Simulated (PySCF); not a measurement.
Compound: cyclo-(H2SiO)3.
Structure used (PBE0-D3(BJ)/def2-SVP), in Å, numbered top down from 1:
```
atom  x, y, z in Å
Si1   -1.1274    1.3236   -0.1672
H2    -1.0712    2.3063   -1.2802
H3    -2.2519    1.6162    0.7580
O4     0.3053    1.3548    0.6770
Si5    1.5030    0.2235    0.9027
H6     1.6687   -0.0355    2.3561
H7     2.7677    0.7069    0.2910
O8     1.0179   -1.1719    0.1392
Si9   -0.3483   -1.5689   -0.7211
H10    0.0339   -1.9767   -2.0974
H11   -1.0809   -2.6532   -0.0175
O12   -1.3014   -0.2079   -0.7896
```

Definitions: NICS(0) = −σiso at the ring centroid; NICS(1) = −σiso and NICS(1)zz = −σzz at ±1 Å along the ring normal z. Level: GIAO B3LYP/pcSseg-1 (PySCF, non-relativistic, gas phase) on the PBE0-D3(BJ)/def2-SVP geometry, one conformer.

Ring bond lengths (Å): Si1–O4 1.663, O4–Si5 1.663, Si5–O8 1.663, O8–Si9 1.663, Si9–O12 1.663, O12–Si1 1.662.

Q: What do the NICS probes read (ppm)?

A: 
```json
{"ring": "Si1–O4–Si5–O8–Si9–O12", "type": "6-membered ring with 3 O and 3 Si", "NICS(0)": "-2.0", "NICS(1), two faces": "0.1 / 0.1", "NICS(1)zz, two faces": "3.6 / 3.7", "rms pucker (Å)": "0.01", "centre to ring atoms, mean (Å)": "1.65"}
```

Q: What can be read from them?

A: 
- Si1–O4–Si5–O8–Si9–O12: mean NICS(1)zz 3.7 ppm, deshielded. Si1, Si5, Si9 have four or more neighbours; no verdict on aromaticity is drawn.

Q: At the second NICS(1) probe listed for ring Si1–O4–Si5–O8–Si9–O12, 1 Å off the ring, what do the in-plane components average?

A: The isotropic value is a third of the trace: (3 × 0.1 − (3.7))/2 = -1.7 ppm.

Q: How do the values depend on the level or the medium?

A: 
```json
{"level": "B3LYP/pcSseg-1, gas", "NICS(0), Si1–O4–Si5–O8–Si9–O12": "-2.0", "mean NICS(1)zz, Si1–O4–Si5–O8–Si9–O12": "3.7"}
{"level": "PBE0/pcSseg-1, gas", "NICS(0), Si1–O4–Si5–O8–Si9–O12": "-2.1", "mean NICS(1)zz, Si1–O4–Si5–O8–Si9–O12": "3.6"}
```

The geometry is the same throughout.

The run took 38 s wall on an Intel Xeon at 2.50 GHz with one thread, shared host with 64 logical CPUs at a one-minute load of 60, and the process peaked at 0.93 GiB of memory. This is the whole shielding run at B3LYP/pcSseg-1, SCF included.
